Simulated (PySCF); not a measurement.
All values below come from PBE-D3(BJ)/def2-TZVP // PBE0-D3(BJ)/def2-TZVP (PySCF 2.14.0). All species are isolated molecules in the gas phase. 

Reference species (SMILES): `[GeH4]` (neutral, multiplicity 1).

* **HOMO**: -8.35 eV

Changed species: `[Cl][GeH2][Cl]` (2 of 4 H replaced by Cl; the reference has 0 of 4 H replaced by Cl).

Task: What does the change do to the HOMO?

Result: the HOMO rises by 0.72 eV, to -7.63 eV.
